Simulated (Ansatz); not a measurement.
Species: sum formula H$_{3}$SiSO$_{3}$, net charge 0, doublet state. It need not be the lowest isomer of its formula. 
Geometry from a B3LYP-D3(BJ)/def2-TZVP (Ansatz, an electronic-structure program) optimisation:
```xyz
8

O      0.3465    -1.5061    -0.8187
Si    -0.0038     0.0203    -0.3324
O     -1.4230     0.4314    -1.0290
O      1.0699     1.1607    -0.7893
S      0.0188    -0.0392     1.7931
H      1.1555    -1.9072    -0.4890
H     -2.1784    -0.1499    -0.9115
H      0.8280     1.7117    -1.5399
```
Charge 0, spin multiplicity 2.

Property: atomisation energy (electronic, to ground-state atoms), in kcal/mol. Correlated levels leave the core frozen unless marked. UHF or UKS for open shells. No spin-orbit coupling. Non-relativistic. The coupled-cluster limit lacks core correlation, which all-electron functionals hold. CBS(X,Y): correlation extrapolated as X^-3; Hartree-Fock from the larger set.

| level | program | atomisation energy (kcal/mol) |
|---|---|---|
| revPBE/def2-TZVPD | Ansatz | 715.2 |
| B3LYP/def2-TZVPD | Ansatz | ? |
| r2SCAN0-D4/def2-TZVPD | Ansatz + dftd4 | ? |
| PBE-QIDH/def2-TZVPD | Ansatz | ? |
| CCSD/cc-pV(Q+d)Z | Ansatz | 721.8 |
| CCSD(T)/CBS(cc-pV(T+d)Z,cc-pV(Q+d)Z) | Ansatz | 747.8 |

**Question.** What belongs in the gaps?

**Answer.** 
- B3LYP/def2-TZVPD, atomisation energy (kcal/mol): 726.3
- r2SCAN0-D4/def2-TZVPD, atomisation energy (kcal/mol): 723.8
- PBE-QIDH/def2-TZVPD, atomisation energy (kcal/mol): 727.4
